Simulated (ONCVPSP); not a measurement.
u(r) = r·R(r): atom against pseudo-atom (strontium)

Columns: radius, all-electron u(r) and pseudo u(r) of the 5s shell (level -3.53 eV) of strontium in the configuration [Kr] 5s2; PBE, scalar-relativistic, ONCV scheme, ONCVPSP 4.0.1.

```json
{"r (bohr)": "0.182", "all-electron": "-0.0305", "pseudo": "0.0041"}
{"r (bohr)": "0.365", "all-electron": "0.1446", "pseudo": "0.0096"}
{"r (bohr)": "0.548", "all-electron": "0.0300", "pseudo": "0.0179"}
{"r (bohr)": "0.730", "all-electron": "-0.1348", "pseudo": "0.0305"}
{"r (bohr)": "0.912", "all-electron": "-0.2281", "pseudo": "0.0487"}
{"r (bohr)": "1.095", "all-electron": "-0.2390", "pseudo": "0.0733"}
{"r (bohr)": "1.277", "all-electron": "-0.1892", "pseudo": "0.1039"}
{"r (bohr)": "1.460", "all-electron": "-0.1040", "pseudo": "0.1402"}
{"r (bohr)": "1.642", "all-electron": "-0.0047", "pseudo": "0.1806"}
{"r (bohr)": "1.825", "all-electron": "0.0960", "pseudo": "0.2243"}
{"r (bohr)": "2.007", "all-electron": "0.1892", "pseudo": "0.2699"}
{"r (bohr)": "2.190", "all-electron": "0.2718", "pseudo": "0.3166"}
{"r (bohr)": "2.372", "all-electron": "0.3415", "pseudo": "0.3627"}
{"r (bohr)": "2.555", "all-electron": "0.3989", "pseudo": "0.4067"}
{"r (bohr)": "2.738", "all-electron": "0.4446", "pseudo": "0.4463"}
{"r (bohr)": "2.920", "all-electron": "0.4795", "pseudo": "0.4793"}
{"r (bohr)": "3.102", "all-electron": "0.5052", "pseudo": "0.5049"}
{"r (bohr)": "3.285", "all-electron": "0.5230", "pseudo": "0.5229"}
{"r (bohr)": "3.468", "all-electron": "0.5336", "pseudo": "0.5336"}
{"r (bohr)": "3.650", "all-electron": "0.5379", "pseudo": "0.5379"}
{"r (bohr)": "3.832", "all-electron": "0.5368", "pseudo": "0.5368"}
{"r (bohr)": "4.015", "all-electron": "0.5310", "pseudo": "0.5310"}
{"r (bohr)": "4.198", "all-electron": "0.5211", "pseudo": "0.5211"}
{"r (bohr)": "4.380", "all-electron": "0.5080", "pseudo": "0.5080"}
{"r (bohr)": "4.562", "all-electron": "0.4922", "pseudo": "0.4922"}
{"r (bohr)": "4.745", "all-electron": "0.4743", "pseudo": "0.4743"}
```

(1) How many radial nodes do the two functions have?

(2) At about which radius was the pseudo-wave matched?

(3) Is the pseudo-wave norm-conserving?

Answers

(1) The all-electron 5s function has n − l − 1 = 4 (the table is too coarse to show those close to the nucleus); the pseudo-wave has 0, since the states of the same l below it are removed with the core.

(2) 3.60 bohr. The columns agree to 0.0005 from 2.92 bohr on; several derivatives are matched, so the curves merge somewhat inside the radius.

(3) Yes: the ONCV scheme keeps the norm inside the radius equal to the all-electron one, which fixes the energy derivative of the logarithmic derivative at the level.
